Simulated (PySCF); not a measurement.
Ga(CF3)(H)2 (CH2F3Ga), SMILES F[C](F)(F)[GaH2]. Atoms are numbered in the order given.

```xyz
7

Ga     1.1962    -0.0137     0.0000
C     -0.8260    -0.0108     0.0000
F     -1.3629    -0.6063    -1.0773
F     -1.3629    -0.6063     1.0773
F     -1.2688     1.2652     0.0000
H      1.9133     0.0072     1.3880
H      1.9133     0.0072    -1.3880
```

Coordinates come from a PBE0-D3(BJ)/def2-SVP optimisation. The structure was generated by enumeration; whether it is a known compound was not checked.

Calculation: B3LYP/def2-TZVP in PySCF.

Atomic charges (e):

```json
[
 {"atom": "Ga1", "Löwdin": "0.45", "IAO": "0.57"},
 {"atom": "C2", "Löwdin": "-0.79", "IAO": "0.55"},
 {"atom": "F3", "Löwdin": "0.18", "IAO": "-0.28"},
 {"atom": "F4", "Löwdin": "0.18", "IAO": "-0.28"},
 {"atom": "F5", "Löwdin": "0.17", "IAO": "-0.29"},
 {"atom": "H6", "Löwdin": "-0.09", "IAO": "-0.13"},
 {"atom": "H7", "Löwdin": "-0.09", "IAO": "-0.13"}
]
```
